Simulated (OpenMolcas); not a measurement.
Computed levels of 5s2 5p4 in ions with 52 electrons, in cm-1 above 3P2.

```json
{
 "Program": "OpenMolcas",
 "Method": "CASSCF",
 "Basis": "ANO-RCC-VTZP",
 "Scalar Hamiltonian": "DKH2, point nucleus",
 "Spin-orbit coupling": "RASSI with atomic mean-field integrals over the reference wave functions, term energies averaged over their components"
}
```

Active space for each ion: 6 electrons in 4 orbitals (5s 5p).

| Level | Te | Xe2+ |
| --- | --- | --- |
| 3P1 | 4185 | 8486 |
| 3P0 | 4412 | 7520 |
| 1D2 | 12345 | 18647 |
| 1S0 | 22151 | 33648 |

Problem. Estimate 3P0, 1D2, 1S0 for I+ from its neighbours Te and Xe2+.

Solution. 3P0 is fine structure, which grows about as the fourth power of a screened charge, so the fourth roots are averaged: ((4412^0.25 + 7520^0.25) / 2)^4 = 5811. The calculation gives 5981, so the estimate is off by -2.8 %; the measured value is 6448 (NIST Handbook of Basic Atomic Spectroscopic Data).
1D2 is another term, which grows about linearly with the charge: (12345 + 18647) / 2 = 15496. The calculation gives 15456, so the estimate is off by +0.3 %; the measured value is 13727 (NIST Handbook of Basic Atomic Spectroscopic Data).
1S0 is another term, which grows about linearly with the charge: (22151 + 33648) / 2 = 27900. The calculation gives 27779, so the estimate is off by +0.4 %; the measured value is 29501 (NIST Handbook of Basic Atomic Spectroscopic Data).

Some high roots are left out of the spin-orbit mixing, which shifts the levels that they would mix with (holds for Te). Measured partners are found by configuration, term and J. A level has none where our copy of the source lacks it or the pairing is in doubt (some pairs that miss far off the trend of their configuration count as doubtful), and it then counts in no deviation. Levels of configurations outside the active space are missing.
